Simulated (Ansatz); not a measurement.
Basis sets compared for Al3O3⁺. Charge 1, multiplicity 1. Geometry r2SCAN-D4/def2-SVP. Ansatz on 4 threads of Arm Neoverse V1 on a shared host; times are rough, and most runs start from earlier orbitals.

Cartesian coordinates in Å:
```
Al 2.633 0.503 -1.776
Al -0.216 -0.039 0.146
Al -3.025 -0.585 2.039
O 0.632 0.254 -1.393
O 1.540 0.169 -0.071
O -1.564 -0.301 1.055
```

The restricted singlet is unstable towards broken spin symmetry in Hartree–Fock (as tested in another run); at PBE-D4/def2-SVP, PBE-D4/def2-TZVP, PBE0-D4/def2-SVP, PBE0-D4/def2-TZVP this wasn't settled. Another isomer (singlet) lies 3.23 eV lower at PBE0-D4/def2-TZVP; other spin states weren't run for this one.

```tsv
level	functions	energy (Eh)	HOMO (eV)	LUMO (eV)	wall time
PBE-D4/def2-SVP	96	-951.7658	-9.78	-8.66	0.85 s
PBE0-D4/def2-SVP	96	-951.8068	-10.58	-7.25	1.1 s
```

Problem. Estimate the rows for PBE-D4/def2-TZVP (with forces), PBE0-D4/def2-TZVP.

Solution. 
```csv
level,functions,energy (Eh),HOMO (eV),LUMO (eV),wall time
PBE-D4/def2-TZVP (with forces),204,-952.3066,-9.83,-8.69,2.2 s
PBE0-D4/def2-TZVP,204,-952.3440,-10.64,-7.23,3 s
```
